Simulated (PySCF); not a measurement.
Cartesian coordinates in Å; atom numbers follow the order of the lines, from 1:
```xyz
17

F     1.2603   -0.1733    1.6350
C     1.6337   -0.7821    0.4872
F     1.6838   -2.1086    0.7607
C     0.6654   -0.5096   -0.6747
C    -0.7729   -0.9536   -0.3853
C    -1.5005   -0.0659    0.6222
O    -1.4971    1.2842    0.2383
Si   -0.1867    1.9995   -0.4034
O     0.7728    0.8267   -1.0444
H     2.6503   -0.4383    0.2458
H     1.0497   -1.1087   -1.5160
H    -1.3168   -0.9075   -1.3312
H    -0.7640   -1.9838   -0.0288
H    -2.5501   -0.3746    0.6826
H    -1.0572   -0.1589    1.6178
H    -0.6567    2.7680   -1.5381
H     0.5791    2.6985    0.6224
```

Single conformer, relativity neglected, no solvent. GIAO PBE0/pcSseg-1 shieldings; coordinates at the GFN2-xTB level; PySCF.

Chemical shifts δ = σref − σ; 13C (σ = 186.93 ppm) and 1H (σ = 31.72 ppm) and 29Si (σ = 349.16 ppm) vs TMS; 19F (σ = 170.95 ppm) vs CFCl3; H2O for 17O (σ = 336.08 ppm), all at this level.

| atoms | nucleus | count | Hirshfeld charge | δ (ppm) |
| --- | --- | --- | --- | --- |
| H14 | 1H | 1 | 0.05 | 4.26 |
| H13 | 1H | 1 | 0.05 | 1.91 |
| F1 | 19F | 1 | -0.08 | -154.3 |
| F3 | 19F | 1 | -0.10 | ? |
| H16 | 1H | 1 | -0.08 | ? |
| H17 | 1H | 1 | -0.08 | 5.19 |
| O9 | 17O | 1 | -0.23 | 39.2 |
| H12 | 1H | 1 | 0.05 | 2.40 |
| C5 | 13C | 1 | -0.08 | 31.8 |
| H15 | 1H | 1 | 0.03 | ? |
| C6 | 13C | 1 | 0.00 | ? |
| C4 | 13C | 1 | 0.03 | 73.9 |
| H11 | 1H | 1 | 0.05 | 4.32 |
| C2 | 13C | 1 | 0.14 | 124.3 |
| Si8 | 29Si | 1 | 0.45 | -32.0 |
| H10 | 1H | 1 | 0.05 | ? |
| O7 | 17O | 1 | -0.24 | 31.7 |

**Question.** Fill in the missing shifts.

**Answer.** 
- C6: 63.7 ppm, sp3 CH2 bonded to O; deshielded by the electronegative neighbour
- H10: 6.44 ppm, hydrogen on an sp3 CH bonded to 2 F; its carbon carries F, an electronegative neighbour
- H15: 4.90 ppm, hydrogen on an sp3 CH2 bonded to O; its carbon carries O, which withdraws density
- H16: 4.88 ppm, hydrogen on a silicon bonded to 2 O, in a 6-membered ring
- F3: -147.3 ppm, fluorine of a CF2 group

Shifts are as computed. Against solution values, carbons near 30 ppm lie about +3 ppm off and those near 130 ppm about +5 ppm. Of 1211 compounds with measured shifts, 218 miss one by over three times the rms of a fit or turn the order of signals round; such compounds aren't used in these exercises. Unscaled 19F shifts against computed CFCl3 carry errors that often reach 10 to 50 ppm. Experimental scales use liquid or dissolved standards, which lie at an offset from isolated H2O (liquid H2O: subtract about 36 ppm).
